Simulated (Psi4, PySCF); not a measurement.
AgI, charge -1, doublet, at a GFN2-xTB geometry (such geometries of metal compounds can be far from the true shape) (the multiplicity is a formal guess) (core potentials on Ag, I) (in this run its highest filled SCF level lies above zero, so its values depend strongly on the basis, on diffuse functions most of all), atoms displaced at random by about 0.03 Å a coordinate. Base run: TPSS/def2-SVP, gradient in PySCF.

Input for PySCF:
```python
from pyscf import gto, scf, dft

mol = gto.Mole()
mol.atom = '''
    Ag   -0.02834243   -0.00735725   -1.63123837
    I    -0.03658979    0.02145144    1.43791522
'''
mol.basis = 'def2-svp'
mol.ecp = {'Ag': 'def2-svp', 'I': 'def2-svp'}
mol.charge = -1
mol.spin = 1
mol.verbose = 4
mol.build()

mf = dft.UKS(mol)
mf.xc = 'tpss'
mf.kernel()
g = mf.nuc_grad_method()
grad = g.kernel()
```

Programs used: Psi4, PySCF; a row that names a program was run with it.

The coordinate followed is y of atom 1.

Variants of this job, named by their change:

| change | dE/dx (Eh/bohr) | net force (Eh/bohr) |
|---|---|---|
| base | -0.000088 | 0.000049 |
| finite difference step (bohr) = 0.2; conv_tol = 1e-11 | -0.000092 | - |
| grids.level = 5; grid_response = off | -0.000090 | 0.000008 |
| code = psi4 | -0.000090 | 0.000084 |
| finite difference step (bohr) = 0.01; conv_tol = 1e-11 | -0.000093 | - |
| grids.level = 0; grid_response = off | 0.000036 | 0.000971 |
| grids.level = 1; grid_response = on | 0.000005 | 0.000000 |
| grids.level = 1; grid_response = off | -0.000091 | 0.000531 |
| grid_response = on | -0.000106 | 0.000000 |
| density fitting = on | -0.000088 | 0.000049 |
| grids.level = 0; grid_response = on | 0.000319 | 0.000000 |
| conv_tol = 1e-11 | -0.000088 | 0.000049 |

The net force is zero for an exact gradient.

Open shells are given as the SCF converged; they aren't shown to be the lowest states, and a large step between rows can be another state.
